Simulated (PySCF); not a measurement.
C₄H₁₄AlNO.
Geometry (PBE0-D3(BJ)/def2-SVP, Å), atoms numbered from 1 in this order:
```xyz
21
C4H14AlNO angstrom
C      1.771    0.712    1.459
N      1.478    0.020    0.234
C      2.280    0.474   -0.869
Al     0.277   -1.336    0.123
O     -1.459   -0.315   -0.053
C     -1.488    0.940   -0.709
C     -2.693   -1.007   -0.023
H      1.190    0.293    2.297
H      1.536    1.798    1.407
H      2.843    0.641    1.739
H      3.368    0.373   -0.671
H      2.058   -0.108   -1.778
H      2.110    1.547   -1.112
H      0.293   -2.106   -1.283
H     -0.111   -2.102    1.474
H     -0.470    1.342   -0.644
H     -2.197    1.611   -0.198
H     -1.783    0.818   -1.765
H     -3.454   -0.397    0.489
H     -2.530   -1.935    0.542
H     -3.030   -1.246   -1.044
```

Computed with PySCF at CAM-B3LYP/def2-SVPD, non-relativistic, on one gas-phase PBE0-D3(BJ)/def2-SVP geometry that isn't relaxed in the solvent. The solvent is an IEF-PCM continuum (Bondi radii, 1.10 Å for H, scaled by 1.2), and excitations are vertical TDDFT with non-equilibrium linear response and a frozen core. Only the electrostatic response of the medium enters.

Gas-phase singlets (H = HOMO, L = LUMO):

```tsv
state	E (eV)	λ (nm)	f	leading configurations
S1	5.337	232	0.008	H→L 50%, H→L+1 34%
S2	5.741	216	0.063	H→L+1 49%, H→L 20%, H→L+2 14%
S3	6.245	199	0.004	H→L+3 35%, H→L+2 28%, H→L 19%
S4	6.367	195	0.009	H→L+2 26%, H→L+3 24%, H→L+4 19%
S5	6.534	190	0.011	H→L+6 59%, H→L+4 9%, H→L+3 8%
```

**Question.** Give the list for methanol (ε = 32.61), n² = 1.77.

**Answer.** 
```tsv
state	E (eV)	λ (nm)	f	leading configurations	change by rank (eV)
S1	5.399	230	0.014	H→L 58%, H→L+1 19%, H→L+2 17%	+0.062
S2	5.793	214	0.076	H→L+1 68%, H→L+2 16%	+0.052
S3	6.377	194	0.016	H→L+2 47%, H→L 24%, H→L+3 8%	+0.132
S4	6.515	190	0.003	H→L+4 46%, H→L+3 33%	+0.148
S5	6.609	188	0.021	H→L+5 43%, H→L+4 23%, H→L+3 20%	+0.075
```

**Question.** How do the frontier levels move from gas to methanol?

**Answer.** 
```
orbital  gas (eV)  solvent (eV)  change (eV)                    Löwdin shares, gas                 Löwdin shares, solvent
 LUMO+2      1.55          1.68        +0.13   Al4 24 %, C6 14 %, H20 9 %, H21 6 %      Al4 28 %, C1 9 %, H15 7 %, C3 7 %
 LUMO+1      1.42          1.40        -0.02     Al4 29 %, C7 11 %, C3 7 %, C1 5 %    Al4 35 %, C7 11 %, H14 9 %, H15 8 %
   LUMO      0.83          1.07        +0.24   Al4 23 %, C7 14 %, C6 12 %, H21 7 %             Al4 52 %, H15 5 %, H14 4 %
   HOMO     -6.95         -7.07        -0.12    N2 57 %, C3 10 %, C1 10 %, Al4 4 %     N2 57 %, C3 10 %, C1 10 %, Al4 5 %
 HOMO-1     -8.74         -9.17        -0.43  Al4 34 %, H14 30 %, H15 24 %, O5 6 %  Al4 31 %, H14 29 %, H15 22 %, O5 10 %
 HOMO-2     -9.70         -9.94        -0.24  N2 27 %, Al4 24 %, H15 14 %, H14 9 %    N2 28 %, Al4 21 %, H15 13 %, C3 8 %
 HOMO-3    -10.72        -10.31        +0.41      O5 43 %, C6 8 %, C7 8 %, Al4 5 %     O5 42 %, C7 10 %, C6 10 %, H21 5 %
```

The HOMO–LUMO gap goes from 7.78 to 8.13 eV. Rows go by rank; for LUMO, LUMO+1 and LUMO+2 the atom shares or the degeneracy differ between the runs, so the row needn't follow one orbital.
